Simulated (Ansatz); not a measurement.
**GeH2OSiSn: where a starting geometry ends**

The starting geometry of this gas-phase singlet was optimised with GFN2-xTB.

| atom | x (Å) | y (Å) | z (Å) |
| --- | --- | --- | --- |
| Ge | -0.4260 | -0.8867 | -1.8151 |
| O | -0.2064 | -1.1741 | 0.0716 |
| Si | 0.2259 | 0.2363 | 0.6925 |
| Sn | -0.8805 | 1.7668 | -1.0360 |
| H | 0.7327 | 2.3433 | -1.4668 |
| H | 1.1654 | -0.1571 | 1.7533 |

Question: Predict what becomes of its bonds when it is optimised with r2SCAN-D4/def2-SVP.

Answer: A new bond forms, giving a structure given below by its coordinates. Contacts that close: Ge1–Si3 (2.82 → 2.60 Å).

The energy falls by 0.45 eV over 10 steps:

```csv
step,E − E(last) (eV)
1,0.447
2,0.208
3,0.110
4,0.038
5,0.010
6,0.001
7,0.000
8,0.000
9,0.000
10,0.000
```

Final geometry (Å):

```yaml
atoms:
  - { symbol: Ge, position_ang: [-0.2750, -1.0486, -1.6242] }
  - { symbol: O, position_ang: [-0.5620, -1.3149, 0.1897] }
  - { symbol: Si, position_ang: [0.1382, 0.1634, 0.6346] }
  - { symbol: Sn, position_ang: [-0.6981, 1.6874, -1.1781] }
  - { symbol: H, position_ang: [0.6864, 2.7534, -1.3486] }
  - { symbol: H, position_ang: [1.3216, -0.1121, 1.5262] }
```

The end wasn't checked by frequencies. Atoms past krypton carry core potentials, without spin–orbit terms. Run with Ansatz 0.2.0, 98 s on 1 thread of Arm Neoverse N1, with other jobs on the host.
